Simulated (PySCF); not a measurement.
B(Me)(OAc)(OH) (C3H7BO3), SMILES OB(OC(C)=O)C.

The structure is a stationary point at PBE-D3(BJ)/def2-SVP. One conformer was computed; it need not be the lowest.

Calculation: PySCF with PBE-D3(BJ)/def2-SVP.

Frequencies are harmonic and unscaled.

| mode | ν (cm⁻¹) | IR (km/mol) | moving atoms (share of kinetic energy) |
|---|---|---|---|
| 1 | 21 | 1.4 | O 43 %, C 36 %, H 20 % |
| 2 | 108 | 0.5 | H 94 % |
| 3 | 110 | 0.0 | O 66 %, H 22 %, C 12 % |
| 4 | 127 | 1.5 | H 79 %, O 17 % |
| 5 | 174 | 1.6 | O 42 %, C 33 %, H 24 % |
| 6 | 307 | 0.1 | C 41 %, H 31 %, O 27 % |
| 7 | 367 | 5.3 | O 60 %, H 16 %, C 13 %, B 12 % |
| 8 | 424 | 6.7 | H 36 %, O 27 %, B 19 %, C 19 % |
| 9 | 443 | 9.1 | H 48 %, B 32 %, O 13 % |
| 10 | 569 | 0.7 | C 47 %, H 37 %, O 16 % |
| 11 | 626 | 17.9 | C 40 %, O 37 %, H 20 % |
| 12 | 641 | 114.5 | H 74 %, O 15 % |
| 13 | 726 | 6.4 | O 53 %, C 30 %, H 17 % |
| 14 | 842 | 1.2 | H 61 %, C 24 %, O 15 % |
| 15 | 871 | 23.0 | H 45 %, B 31 %, C 19 % |
| 16 | 892 | 77.6 | H 37 %, O 36 %, C 19 %, B 8 % |
| 17 | 960 | 54.2 | H 51 %, C 30 %, O 17 % |
| 18 | 1007 | 6.1 | H 48 %, C 48 % |
| 19 | 1028 | 32.4 | H 53 %, O 33 %, C 14 % |
| 20 | 1212 | 603.2 | H 34 %, C 26 %, O 23 %, B 17 % |
| 21 | 1221 | 45.6 | H 49 %, C 34 %, B 10 % |
| 22 | 1302 | 447.0 | B 38 %, H 35 %, C 15 %, O 13 % |
| 23 | 1326 | 24.7 | H 59 %, C 36 % |
| 24 | 1351 | 63.8 | H 70 %, B 18 % |
| 25 | 1381 | 6.2 | H 94 % |
| 26 | 1386 | 11.3 | H 96 % |
| 27 | 1395 | 10.2 | H 96 % |
| 28 | 1422 | 153.9 | B 48 %, H 32 %, O 12 % |
| 29 | 1809 | 232.8 | C 63 %, O 35 % |
| 30 | 2987 | 1.0 | H 97 % |
| 31 | 2990 | 0.5 | H 97 % |
| 32 | 3067 | 2.0 | H 91 %, C 9 % |
| 33 | 3073 | 1.5 | H 91 %, C 9 % |
| 34 | 3095 | 13.0 | H 90 %, C 10 % |
| 35 | 3127 | 2.8 | H 90 %, C 10 % |
| 36 | 3706 | 44.3 | H 94 % |
